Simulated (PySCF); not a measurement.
Zr(OH)3(SH) (H₄O₃SZr), SMILES [OH][Zr]([OH])([OH])[SH], multiplicity 1. The structure is a stationary point at B3LYP-D3(BJ)/def2-SVP. The spin state was assumed, not searched. The structure was generated by enumeration; whether it is a known compound was not checked. The def2 effective core potentials stand for the cores of Zr; spin–orbit coupling is left out. The values are those of a single conformer.

Question: Give the equilibrium geometry at B3LYP-D3(BJ)/def2-SVP (PySCF confirms it by a frequency run) as bond lengths and angles, and its point group. (Estimate from the structure and the level; the computed values follow.)

Answer: Several could match; the one computed here: point group Cs.
Atoms: Zr1 O2 H3 O4 H5 O6 H7 S8 H9. Bonds (Å): Zr1–O2 1.926, Zr1–O4 1.926, Zr1–O6 1.922, Zr1–S8 2.496, O2–H3 0.958, O4–H5 0.958, O6–H7 0.959, S8–H9 1.356. Angles (°): O2–Zr1–O4 108.9, O2–Zr1–O6 112.7, O2–Zr1–S8 109.0, O4–Zr1–O6 112.7, O4–Zr1–S8 109.0, O6–Zr1–S8 104.5, Zr1–O2–H3 176.9, Zr1–O4–H5 176.9, Zr1–O6–H7 170.8, Zr1–S8–H9 92.6.
Charge 0, spin multiplicity 1.
